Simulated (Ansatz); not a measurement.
Computed with Ansatz on PBE0-D4/def2-TZVP structures; ΔE is electronic, products minus reactants. CCSD(T)/CBS adds triple-zeta CCSD(T) − MP2 to the extrapolated MP2 energy (def2 sets, frozen cores). DFT in def2-TZVPP. def2 core potentials past Kr. For Ge, I, Sn outer-core shells are correlated without core-valence functions, which leaves a few kJ/mol of doubt a bond. Scalar relativity is left out up to krypton.

Reaction (redistribution): `[Cl][SnH2][GeH3]` + `F[Si](F)(Cl)I` → `[Cl][SnH2][I]` + `F[Si](F)(Cl)[GeH3]`

`[Cl][SnH2][GeH3]`:

Cartesian coordinates in Å:
```
Cl -2.796 0.445 0.021
Sn -0.585 0.837 0.699
Ge 0.855 -0.839 -0.662
H -0.298 2.481 0.345
H -0.586 0.579 2.385
H 0.411 -2.269 -0.328
H 2.340 -0.667 -0.301
H 0.659 -0.568 -2.159
```

`F[Si](F)(Cl)I`:

```xyz
5

F    -1.486    0.590   -0.393
Si   -0.051    0.005   -0.118
F     0.823    0.284   -1.398
Cl   -0.203   -1.987    0.139
I     0.917    1.109    1.770
```

`[Cl][SnH2][I]`:

```xyz
5

Cl    0.789   -1.402    1.540
Sn   -0.059   -0.115   -0.198
I    -0.110    2.419    0.626
H     1.028   -0.259   -1.494
H    -1.648   -0.644   -0.474
```

`F[Si](F)(Cl)[GeH3]`:

```xyz
8

F     2.205   -0.518    0.179
Si    0.697   -0.602    0.658
F     0.320   -2.142    0.687
Cl    0.618    0.088    2.569
Ge   -0.733    0.601   -0.796
H    -0.631    0.020   -2.212
H    -2.172    0.480   -0.282
H    -0.304    2.073   -0.802
```

```
       level  ΔE (kJ/mol)
    BHLYP-D4         -3.7
     r2SCAN0         -0.1
 HF/def2-SVP        -17.4
MP2/def2-SVP         -8.1
```

(1) What does CCSD(T)/CBS give? (Estimate.)

(2) What do rigid-rotor, harmonic-oscillator terms from PBE0-D4/def2-TZVP frequencies (298.15 K, 1 bar) make of the CCSD(T)/CBS value? (Estimate.)

Largest T1 diagnostic among the species: 0.012.

Results:

(1) Computed: -1.7 kJ/mol. The listed levels differ from it by -2.0, 1.6, -15.7, -6.4 kJ/mol.

(2) Computed: ΔZPE = +0.4 kJ/mol, ΔH = -1.3 kJ/mol, ΔS = 0 J/(mol·K), ΔG = -1.4 kJ/mol.

At CCSD(T), def2-SVP lies −7.4 kJ/mol from the extrapolated value and def2-TZVPP +2.6 kJ/mol. Leaving LDA and LC-ωPBE aside and taking each functional with its dispersion term where it has one, the values, not all of them listed here, spread over 4.8 kJ/mol, from BHLYP-D4 to ωB97M-V. LDA lies +4.8 kJ/mol from PBE without D4. In def2-TZVPP, CCSD(T) changes the Hartree–Fock value by +10.8 kJ/mol (the triples alone add +0.6 kJ/mol) and MP2 by +15.6 kJ/mol.
